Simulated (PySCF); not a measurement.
C4H3Cl2F, SMILES FC(/C=C\Cl)=C/Cl.

Geometry optimised at PBE0-D3(BJ)/def2-SVP. The structure was generated by enumeration; whether it is a known compound was not checked. One conformer was computed; it need not be the lowest.

All values below come from PySCF 2.14.0 with PBE0-D3(BJ)/def2-SVP.

Frequencies are harmonic and unscaled.

```
mode  ν (cm⁻¹)  IR (km/mol)  moving atoms (share of kinetic energy)
----  --------  -----------  --------------------------------------
1           45          0.6          C 40 %, Cl 40 %, F 10 %, H 9 %
2          136          0.9                 Cl 46 %, C 25 %, F 25 %
3          181          0.2                 Cl 77 %, C 12 %, F 10 %
4          253          1.8         C 57 %, F 21 %, H 11 %, Cl 10 %
5          319          3.1                          C 69 %, H 24 %
6          364          4.0                 C 44 %, F 41 %, Cl 12 %
7          456          0.2                 F 39 %, Cl 39 %, C 21 %
8          618         12.3                          C 64 %, H 33 %
9          720          8.5                                  C 85 %
10         746         23.0                         C 65 %, Cl 23 %
11         776         20.8                          H 67 %, C 32 %
12         807         44.5                          H 62 %, C 37 %
13         873        106.2                 C 68 %, H 15 %, Cl 11 %
14         967         50.5          C 51 %, H 23 %, F 18 %, Cl 8 %
15         968          0.0                          H 79 %, C 21 %
16        1200         69.0                          H 75 %, C 17 %
17        1242         11.0                          H 85 %, C 12 %
18        1325          0.9                          H 63 %, C 33 %
19        1426         85.1                          C 69 %, H 26 %
20        1671         10.9                                  C 96 %
21        1742         34.6                                  C 95 %
22        3221         11.7                                  H 92 %
23        3240          1.5                           H 91 %, C 9 %
24        3255         18.4                           H 91 %, C 9 %
```
